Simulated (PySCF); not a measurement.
## Nuclear quadrupole coupling in `C=CCn1nc(C)c([SiH3])n1`

Compound: C6H11N3Si.
Geometry (GFN2-xTB, Å), atoms numbered from 1 in this order:
```
atom  x, y, z in Å
C1     3.646   -0.508    1.062
C2     2.884    0.103    0.177
C3     2.019   -0.610   -0.823
N4     0.637   -0.287   -0.599
N5     0.081    0.807   -1.072
C6    -1.163    0.780   -0.615
C7    -2.167    1.828   -0.918
C8    -1.319   -0.389    0.161
Si9   -2.807   -1.041    1.082
N10   -0.150   -1.026    0.141
H11    4.243    0.038    1.772
H12    3.710   -1.583    1.111
H13    2.819    1.182    0.142
H14    2.272   -0.291   -1.839
H15    2.126   -1.692   -0.726
H16   -2.548    2.262    0.006
H17   -1.713    2.609   -1.523
H18   -3.008    1.397   -1.460
H19   -2.440   -2.264    1.787
H20   -3.250   -0.004    2.022
H21   -3.878   -1.292    0.111
```

Field gradients from the PBE0/pcSseg-1 density (PySCF, non-relativistic), principal values in atomic units, ordered |Vxx| ≤ |Vyy| ≤ |Vzz|:

```tsv
atom	Vxx	Vyy	Vzz
N4	0.1949	0.5344	-0.7293
N5	0.2747	0.7338	-1.0085
N10	0.3867	0.7199	-1.1066
```

Q: Find the asymmetry η = (Vxx − Vyy)/Vzz and the couplings χ = eQV/h (234.96 MHz × Q in barn × V in au), with Q(14N) = 0.02044 b.

A: 
```csv
atom,environment,nucleus,η,χzz (MHz),χxx (MHz),χyy (MHz)
N4,pyrrole-type nitrogen,14N,0.47,-3.503,0.936,2.567
N5,pyridine-type nitrogen,14N,0.46,-4.843,1.319,3.524
N10,pyridine-type nitrogen,14N,0.30,-5.31,1.86,3.46
```

Q: What is Vzz at N4 in SI units (1 au = 9.71736 × 10²¹ V/m²)?

A: -0.7293 au = -7.087 × 10²¹ V/m².

Q: What couplings would deuterons (Q(2H) = 0.00286 b) have in place of the hydrogens, at this geometry?

A: 
| atom | bonded to | bond length (Å) | Vzz (au) | η | χzz (kHz) |
| --- | --- | --- | --- | --- | --- |
| H11 | C1 | 1.076 | 0.3375 | 0.04 | 227 |
| H12 | C1 | 1.078 | 0.3345 | 0.06 | 225 |
| H13 | C2 | 1.081 | 0.3226 | 0.06 | 217 |
| H14 | C3 | 1.094 | 0.2903 | 0.05 | 195 |
| H15 | C3 | 1.091 | 0.2943 | 0.06 | 198 |
| H16 | C7 | 1.089 | 0.3100 | 0.03 | 208 |
| H17 | C7 | 1.087 | 0.3137 | 0.02 | 211 |
| H18 | C7 | 1.090 | 0.3097 | 0.03 | 208 |
| H19 | Si9 | 1.458 | 0.1661 | 0.00 | 112 |
| H20 | Si9 | 1.468 | 0.1594 | 0.02 | 107 |
| H21 | Si9 | 1.468 | 0.1595 | 0.02 | 107 |

The structure is a single GFN2-xTB conformer in the gas phase; no vibrational or solvent corrections. GFN2-xTB bond lengths can be off by several hundredths of an ångström, more for odd bonds, and the gradients follow them. With a basis this small, the couplings can be 20 % off.
